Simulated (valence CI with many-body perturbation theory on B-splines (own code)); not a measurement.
**Energy levels of Sm XLIX**

Calculated by relativistic CI+MBPT: four valence electrons over a frozen Dirac-Fock core [Ne], radial functions for each j: 11 s, 11 p, 10 d, 8 f, 5 g, 2 h, with the one-electron correlation potential Σ1, the two-electron term Σ2, the three-electron term Σ3, Breit, model QED; selected CI, second order for the rest, scaled by the run's own slope (own B-spline code, finite nucleus).

No measured spectrum was set against this ion. As an estimate, large intervals hold to a few tenths of a per cent, small ones and those within an open d or f shell to about a per cent. Among the levels kept, up to 590 cm⁻¹ of a level comes from second order outside the variational space, and about a tenth of that is noise between levels of different J, which matters for small intervals.

Levels 91 to 135 of 175, with energies above the lowest level, (3s^2 3p1/2^2) J=0. "Leading %" is the weight of the configuration and term that name the level; weights of strongly mixed levels are sums over their largest components and can fall short. In the jj column 3d3/2^4 stands for four electrons in 3d with j = 3/2. Lifetimes count E1, E2, E3, M1 and M2 decay at the calculated energies, and are blank where another channel may lead or the interval is too uncertain; long ones can be off by a factor of two.

| No. | Configuration | Term | J | E (Ry) | Leading % | Lifetime | g | Leading jj |
| --- | --- | --- | --- | --- | --- | --- | --- | --- |
| 91 | 3s 3p 3d2 | 5D° | 0 | 58.888 | 64 | 1.22 ps |  | 3s 3p1/2 3d3/2^2 (78 %) |
| 92 | 3s 3p2 3d | 3D | 2 | 58.925 | 49 | 841 fs | 1.167 | 3s 3p3/2^2 3d3/2 (83 %) |
| 93 | 3s 3p2 3d | 3F | 3 | 58.976 | 35 | 793 fs | 1.028 | 3s 3p3/2^2 3d3/2 (73 %) |
| 94 | 3p3 3d | 3D° | 3 | 59.031 | 16 | 3.47 ps | 1.132 | 3p1/2^2 3p3/2 3d5/2 (56 %) |
| 95 | 3s 3p 3d2 | 5F° | 1 | 59.157 | 52 | 889 fs | 0.337 | 3s 3p1/2 3d3/2^2 (84 %) |
| 96 | 3s 3p2 3d | 3D | 1 | 59.288 | 59 | 821 fs | 1.001 | 3s 3p3/2^2 3d3/2 (73 %) |
| 97 | 3s 3p 3d2 | 5F° | 2 | 59.425 | 36 | 1.03 ps | 1.114 | 3s 3p1/2 3d3/2^2 (63 %) |
| 98 | 3s 3p 3d2 | 5D° | 1 | 59.465 | 49 | 1.63 ps | 1.469 | 3s 3p1/2 3d3/2^2 (78 %) |
| 99 | 3s 3p2 3d | 3F | 2 | 59.661 | 27 | 519 fs | 1.056 | 3s 3p3/2^2 3d3/2 (82 %) |
| 100 | 3s 3p2 3d | 3D | 3 | 59.667 | 46 | 1.52 ps | 1.195 | 3s 3p3/2^2 3d5/2 (77 %) |
| 101 | 3s 3p2 3d | 3P | 1 | 59.678 | 34 | 937 fs | 1.262 | 3s 3p3/2^2 3d5/2 (68 %) |
| 102 | 3s 3p 3d2 | 5P° | 1 | 59.795 | 18 | 3.04 ps | 1.441 | 3p1/2^2 3p3/2 3d5/2 (44 %) |
| 103 | 3s 3p 3d2 | 5G° | 3 | 59.819 | 21 | 3.19 ps | 1.162 | 3s 3p1/2 3d3/2 3d5/2 (66 %) |
| 104 | 3s 3p 3d2 | 5G° | 4 | 59.873 | 51 | 7.25 ps | 1.145 | 3s 3p1/2 3d3/2 3d5/2 (92 %) |
| 105 | 3s 3p2 3d | 1S | 0 | 59.955 | 35 | 1.11 ps |  | 3s 3p3/2^2 3d5/2 (41 %) |
| 106 | 3s 3p 3d2 | 5D° | 2 | 60.183 | 30 | 1.72 ps | 1.329 | 3s 3p1/2 3d3/2 3d5/2 (68 %) |
| 107 | 3s 3p 3d2 | 5P° | 1 | 60.473 | 31 | 2.57 ps | 1.636 | 3s 3p1/2 3d3/2 3d5/2 (55 %) |
| 108 | 3s 3p2 3d | 3D | 3 | 60.587 | 79 | 1.21 ps | 1.294 | 3s 3p3/2^2 3d5/2 (95 %) |
| 109 | 3s 3p2 3d | 3F | 4 | 60.729 | 62 | 991 fs | 1.170 | 3s 3p3/2^2 3d5/2 (95 %) |
| 110 | 3s 3p 3d2 | 3G° | 5 | 61.052 | 36 | 6.29 ps | 1.166 | 3s 3p1/2 3d3/2 3d5/2 (90 %) |
| 111 | 3s 3p 3d2 | 3G° | 3 | 61.110 | 43 | 3.67 ps | 1.003 | 3s 3p1/2 3d3/2 3d5/2 (88 %) |
| 112 | 3s 3p2 3d | 1D | 2 | 61.131 | 44 | 1.45 ps | 1.147 | 3s 3p3/2^2 3d5/2 (80 %) |
| 113 | 3s 3p 3d2 | 3H° | 4 | 61.238 | 46 | 4.67 ps | 0.960 | 3s 3p1/2 3d3/2 3d5/2 (92 %) |
| 114 | 3s 3p 3d2 | 3F° | 2 | 61.390 | 24 | 3.47 ps | 1.015 | 3s 3p1/2 3d3/2 3d5/2 (81 %) |
| 115 | 3s 3p2 3d | 1D | 2 | 61.506 | 40 | 1.26 ps | 1.150 | 3s 3p3/2^2 3d5/2 (91 %) |
| 116 | 3s 3p2 3d | 3D | 3 | 61.613 | 47 | 943 fs | 1.215 | 3s 3p3/2^2 3d5/2 (88 %) |
| 117 | 3s 3p 3d2 | 3D° | 1 | 61.790 | 51 | 2.38 ps | 0.923 | 3s 3p1/2 3d3/2 3d5/2 (70 %) |
| 118 | 3s 3p 3d2 | 3P° | 0 | 61.873 | 34 | 2.88 ps |  | 3s 3p1/2 3d3/2 3d5/2 (74 %) |
| 119 | 3s 3p 3d2 | 5D° | 3 | 62.044 | 33 | 1.12 ps | 1.324 | 3s 3p1/2 3d3/2 3d5/2 (86 %) |
| 120 | 3s 3p 3d2 | 5D° | 4 | 62.255 | 44 | 1.49 ps | 1.318 | 3s 3p1/2 3d3/2 3d5/2 (66 %) |
| 121 | 3s 3p2 3d | 3P | 1 | 62.312 | 39 | 785 fs | 1.126 | 3s 3p3/2^2 3d5/2 (90 %) |
| 122 | 3s 3p 3d2 | 5D° | 2 | 62.438 | 25 | 1.03 ps | 1.445 | 3s 3p1/2 3d3/2 3d5/2 (91 %) |
| 123 | 3s 3p 3d2 | 3F° | 2 | 63.023 | 25 | 936 fs | 1.170 | 3s 3p1/2 3d3/2 3d5/2 (76 %) |
| 124 | 3s 3p 3d2 | 3G° | 3 | 63.128 | 37 | 1.30 ps | 0.990 | 3s 3p1/2 3d3/2 3d5/2 (88 %) |
| 125 | 3s 3p2 3d | 1D | 2 | 63.137 | 45 | 696 fs | 1.098 | 3s 3p3/2^2 3d5/2 (88 %) |
| 126 | 3s 3p 3d2 | 3D° | 1 | 63.412 | 36 | 945 fs | 1.016 | 3s 3p1/2 3d3/2 3d5/2 (75 %) |
| 127 | 3s 3p 3d2 | 3F° | 4 | 63.417 | 40 | 2.49 ps | 1.187 | 3s 3p1/2 3d5/2^2 (69 %) |
| 128 | 3s 3p 3d2 | 5G° | 5 | 63.943 | 26 | 5.18 ps | 1.184 | 3s 3p1/2 3d5/2^2 (86 %) |
| 129 | 3s 3p 3d2 | 3D° | 2 | 63.947 | 24 | 2.92 ps | 1.277 | 3s 3p1/2 3d5/2^2 (91 %) |
| 130 | 3s 3p 3d2 | 3F° | 3 | 64.677 | 28 | 3.39 ps | 1.208 | 3s 3p1/2 3d5/2^2 (91 %) |
| 131 | 3s 3p 3d2 | 3G° | 4 | 64.762 | 26 | 3.43 ps | 1.082 | 3s 3p1/2 3d5/2^2 (81 %) |
| 132 | 3s 3p 3d2 | 3D° | 3 | 64.946 | 16 | 2.35 ps | 1.167 | 3s 3p1/2 3d5/2^2 (71 %) |
| 133 | 3s 3p 3d2 | 3D° | 2 | 65.218 | 30 | 2.38 ps | 1.108 | 3s 3p1/2 3d5/2^2 (77 %) |
| 134 | 3s 3p 3d2 | 3P° | 1 | 65.488 | 28 | 2.01 ps | 1.313 | 3s 3p1/2 3d5/2^2 (78 %) |
| 135 | 3s 3p 3d2 | 3P° | 0 | 65.519 | 72 | 2.88 ps |  | 3s 3p1/2 3d5/2^2 (84 %) |
